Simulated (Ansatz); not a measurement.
YSi6, relaxed as a doublet with UKS PBE-D4/def2-SVP in Ansatz, starting from the GFN1-xTB geometry. Force threshold 0.02 eV/Å.

In the def2 sets Y takes a core potential; there is no spin–orbit coupling. The relaxation made no stability test and no search for a lower SCF solution. No other spin state of charge 0 was run. The structure comes from a short search, and lower isomers may exist.

Start:

```xyz
7

Y    -1.472   -0.366   -1.384
Si    1.069    0.375    1.849
Si    0.576   -2.208   -0.726
Si    1.274    0.100   -0.530
Si   -0.558   -1.265    1.182
Si    0.017    2.038   -1.251
Si   -0.905    1.326    0.860
```

**Question.** Estimate the energy that the relaxation releases and the steps that it takes.

**Answer.** 0.58 eV, in 9 steps; 46 s on 4 threads of Intel Xeon Platinum 8259CL on a shared host. No frequencies were taken in this run, so the end may be a saddle point.

**Question.** Does the start keep its bonding and symmetry?

**Answer.** Bonds formed: Si4–Si5, Si4–Si7 (atoms count from 1). Point group Cs at the start, Cs at the end, both within 0.05 Å.

**Question.** Predict the relaxed structure.

**Answer.** 
```xyz
7

Y    -1.4960   -0.3828   -1.4869
Si    1.0864    0.4054    2.1031
Si    0.4393   -2.2039   -0.8360
Si    1.1990    0.1195   -0.3135
Si   -0.3948   -1.1904    1.0986
Si   -0.1129    1.9739   -1.3564
Si   -0.7210    1.2783    0.7912
```
Bond lengths: 10 × Si–Si 2.34 to 2.51 Å; 5 × Si–Y 2.74 to 2.98 Å.
